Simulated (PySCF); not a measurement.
Assigning NMR signals

Structure with atom numbers: `[CH3:1][c:2]1[cH:3][cH:4][n:5]([SiH:6]([CH3:7])[CH3:8])[n:9]1` (H(Xn): hydrogen on atom n).

Method: GFN2-xTB structure, NMR shieldings at PBE0/pcSseg-1/GIAO, in PySCF 2.14.0 with density-fitted response routines (in vacuum, one averaged value for each set of equivalent atoms, relativity neglected, one conformer).

Chemical shifts δ = σref − σ; ¹³C and ¹H against TMS, all at this level.

Question: Assign these signals to the numbered atoms. ¹³C{¹H} NMR (computed): δ 156.1, 139.0, 112.6, 16.2, -2.2.

Answer: 
| δ (ppm) | atoms | environment | reason |
| --- | --- | --- | --- |
| 156.1 | C2 | substituted aromatic carbon next to a ring nitrogen | – |
| 139.0 | C4 | aromatic CH next to a ring nitrogen | – |
| 112.6 | C3 | aromatic CH | – |
| 16.2 | C1 | methyl carbon on an aromatic ring | a saturated carbon with 1 carbon neighbour and no heteroatom attached |
| -2.2 | C7/C8 | methyl carbon bonded to Si | an electropositive neighbour leaves it electron-rich and shielded |

Question: Assign these signals to the numbered atoms. ¹H NMR (400 MHz, computed): δ 7.46 (m, 1H), 6.39 (m, 1H), 5.37 (sept, 1H), 2.50 (s, 3H), 0.56 (d, 6H).

Answer: 
7.46 → H(C4), hydrogen on an aromatic CH next to a ring nitrogen: aromatic region
6.39 → H(C3), hydrogen on an aromatic CH: aromatic region
5.37 → H(Si6), hydrogen on a silicon bonded to 2 C, N
2.50 → H(C1), hydrogen on a methyl carbon on an aromatic ring: benzylic-type position, deshielded by the ring
0.56 → H(C7)/H(C8), hydrogen on a methyl carbon bonded to Si: an electropositive neighbour shields it, as in TMS itself

Shifts are as computed. Against solution values, carbons near 30 ppm lie about +3 ppm off and those near 130 ppm about +5 ppm. Of 1211 compounds with measured shifts, 218 miss one by over three times the rms of a fit or turn the order of signals round; such compounds aren't used in these exercises. Multiplicities follow the n + 1 count of equivalent neighbours, as no J values were calculated; m marks all less simple cases, F and P coupling included.
